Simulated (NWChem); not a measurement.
# C₂H₅NOSi; SMILES O=C/C=N/[SiH3]

```xyz
10

O      0.2492     2.9319     0.3173
C     -0.3194     1.9335    -0.0691
C      0.2244     0.5517     0.1639
N     -0.4198    -0.4558    -0.2666
Si     0.0870    -2.1333    -0.0723
H     -1.2806     1.9560    -0.6223
H      1.1803     0.5224     0.7136
H     -0.9888    -2.8378     0.6669
H      1.3785    -2.2657     0.6652
H      0.2212    -2.7152    -1.4302
```
Atoms are numbered in this order, from 1.

Computed with NWChem. Pople sets run with spherical d functions. STO-3G and 3-21G are far too small for this property and stand as cheap habits. Structure relaxed at the B3LYP/6-31G* (spherical d) level. GIAO values for the isolated, static molecule; σ is the absolute isotropic shielding, δ = σ(reference) − σ with the isolated reference molecule computed at the same levels (13C: tetramethylsilane, 1H: tetramethylsilane, 15N: ammonia, 17O: water, 29Si: tetramethylsilane).

```json
[
 {"level": "B3LYP/6-31G*", "δ O1 (ppm)": "657.6", "δ C2 (ppm)": "182.8", "δ C3 (ppm)": "164.3", "δ N4 (ppm)": "380.6", "δ Si5 (ppm)": "-16.9", "δ H7 (ppm)": "8.14", "δ H8 (rotor mean) (ppm)": "5.14", "relative time": "9"},
 {"level": "Hartree-Fock/STO-3G", "δ O1 (ppm)": "684.8", "δ C2 (ppm)": "150.8", "δ C3 (ppm)": "138.5", "δ N4 (ppm)": "343.7", "δ Si5 (ppm)": "-47.8", "δ H7 (ppm)": "8.67", "δ H8 (rotor mean) (ppm)": "2.80", "relative time": "1"},
 {"level": "PBE/pcSseg-1", "δ O1 (ppm)": "749.0", "δ C2 (ppm)": "199.5", "δ C3 (ppm)": "181.2", "δ N4 (ppm)": "440.9", "δ Si5 (ppm)": "-44.8", "δ H7 (ppm)": "8.29", "δ H8 (rotor mean) (ppm)": "5.19", "relative time": "10"}
]
```

Relative times are rough (shared machine, one core).
